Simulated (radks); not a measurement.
Spherical jellium clusters: N electrons in a uniform positive sphere of charge N and radius rs N^(1/3), rs = 5.95 bohr. Calculated with a radial shooting solver with Libxc functionals: non-relativistic Kohn-Sham, LDA (Slater exchange, Perdew-Wang correlation), spin-polarised, spherical densities. Levels are named by radial order and angular momentum (1s, 1p, 1d, 2s, ...), and open shells are averaged over m.

N = 20, configuration 1s2 1p6 1d10 2s2. This is the lowest configuration that the search found. Occupied and some empty levels:

level  occupation  eigenvalue (eV)  <r> (bohr)
1s              2          -3.1630       10.76
1p              6          -2.8629       12.01
1d             10          -2.4329       12.93
2s              2          -2.0215       9.781
1f              0          -1.8989       13.74
2p              0          -1.3889       11.97
1g              0          -1.2817       14.54

Energy (eV): total -35.1656, kinetic 16.689, external -807.12, Hartree 403.30, exchange-correlation -52.399, background 404.36. Static polarisability (adiabatic kernel): 5128 bohr^3, against R^3 = 4213 for a classical metal sphere.
